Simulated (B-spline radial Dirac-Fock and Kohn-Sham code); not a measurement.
## Photoionisation of neon ions at Ag Kα (22162.9 eV)

Method: a relativistic central-field model (Hartree-Slater potential of the initial state, Latter tail, multipole expansion of the photon field, Dirac-Fock thresholds). Computed with a radial finite-basis atomic code. Cross sections in kb; a dash marks an empty subshell or a threshold above the photon energy.

```tsv
ion	configuration	total	1s	2s	2p1/2	2p3/2
Ne	[He] 2s2 2p6	0.03184	0.0301	0.00170	1.53e-05	2.91e-05
Ne⁺	[He] 2s2 2p5	0.03198	0.0301	0.00183	1.46e-05	2.77e-05
Ne⁵⁺	[He] 2s2 2p1	0.03285	0.0303	0.00254	4.90e-06	9.36e-06
```
